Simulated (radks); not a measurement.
Spherical jellium clusters: N electrons in a uniform positive sphere of charge N and radius rs N^(1/3), rs = 3.2 bohr. Method: non-relativistic Kohn-Sham, LDA (Slater exchange, Perdew-Wang correlation), spin-polarised, spherical densities; computed with a radial shooting solver with Libxc functionals. Levels are named by radial order and angular momentum (1s, 1p, 1d, 2s, ...), and open shells are averaged over m. Each electron was tried in the lowest free levels, single moves between levels near the top were tried too, and the lowest total energy was kept; such a search can miss a lower state. Energies include the self-energy of the background; IP and EA are vertical (highest electron removed, lowest free level filled), at fixed background; spill-out counts the electrons outside the background radius R, and alpha is the static dipole polarisability from linear response (closed shells only). A dash means not computed or, for alpha, an open shell; in EA it means that no bound solution was reached, which is typical of self-interaction and does not show that the anion is unstable. Real open-shell clusters deform, which this model forbids.

N        open shells  2S  E/N (eV)  E(N+1) + E(N-1) - 2E(N) (eV)  spill-out (e)  alpha/R^3
1   1s(up 1, down 0)   1    -0.961                             -           0.46          -
2               none   0    -1.562                         1.566           0.66      1.854
3   1p(up 1, down 0)   1    -1.240                        -0.801           1.01          -
4   1p(up 2, down 0)   2    -1.279                        -0.624           1.22          -
5   1p(up 3, down 0)   3    -1.427                         0.329           1.37          -
6   1p(up 3, down 1)   2    -1.471                        -0.505           1.53          -
7   1p(up 3, down 2)   1    -1.575                        -0.375           1.66          -
8               none   0    -1.700                         1.763           1.77      1.574
9   1d(up 1, down 0)   1    -1.600                        -0.352           1.98          -
10  1d(up 2, down 0)   2    -1.556                        -0.312           2.15          -
11  1d(up 3, down 0)   3    -1.549                        -0.274           2.29          -
12  1d(up 4, down 0)   4    -1.565                        -0.239           2.41          -
13  1d(up 5, down 0)   5    -1.597                         0.408           2.52          -
14  1d(up 5, down 1)   4    -1.596                        -0.248           2.64          -
15  1d(up 5, down 2)   3    -1.611                        -0.216           2.75          -
16  1d(up 5, down 3)   2    -1.638                        -0.189           2.85          -
17  1d(up 5, down 4)   1    -1.672                        -0.167           2.95          -
18              none   0    -1.713                         0.251           3.03      1.436
19  2s(up 1, down 0)   1    -1.735                         0.213           3.22          -
20              none   0    -1.745                         0.821           3.44      1.482
21  1f(up 1, down 0)   1    -1.715                        -0.175           3.56          -
22  1f(up 2, down 0)   2    -1.695                        -0.162           3.67          -
23  1f(up 3, down 0)   3    -1.685                        -0.150           3.76          -
24  1f(up 4, down 0)   4    -1.681                        -0.139           3.85          -
25  1f(up 5, down 0)   5    -1.683                        -0.129           3.93          -
26  1f(up 6, down 0)   6    -1.690                        -0.119           4.01          -
27  1f(up 7, down 0)   7    -1.701                         0.369           4.08          -
28  1f(up 7, down 1)   6    -1.698                        -0.131           4.17          -
29  1f(up 7, down 2)   5    -1.699                        -0.121           4.25          -
30  1f(up 7, down 3)   4    -1.705                        -0.112           4.33          -
31  1f(up 7, down 4)   3    -1.714                        -0.105           4.40          -
32  1f(up 7, down 5)   2    -1.725                        -0.097           4.47          -
33  1f(up 7, down 6)   1    -1.739                        -0.091           4.54          -
34              none   0    -1.755                         0.455           4.61      1.343
35  2p(up 1, down 0)   1    -1.757                        -0.056           4.79          -
36  2p(up 2, down 0)   2    -1.760                        -0.046           4.97          -
37  2p(up 3, down 0)   3    -1.764                         0.247           5.15          -
38  2p(up 3, down 1)   2    -1.762                        -0.056           5.35          -
39  2p(up 3, down 2)   1    -1.761                        -0.047           5.55          -
40              none   0    -1.761                         0.362           5.75      1.430
41  1g(up 1, down 0)   1    -1.753                        -0.094           5.80          -
42  1g(up 2, down 0)   2    -1.747                        -0.089           5.86          -
43  1g(up 3, down 0)   3    -1.743                             -           5.91          -

All shells are closed at N = 2, 8, 18, 20, 34, 40 (there: 1s2 1p6 1d10 2s2 1f14 2p6); the second difference of the energy has clear peaks (12 % above both neighbours; the first and last values, which can be the largest, are not judged, and half-filled shells can peak too) at N = 5, 8, 13, 18, 20, 27, 34, 37, 40.
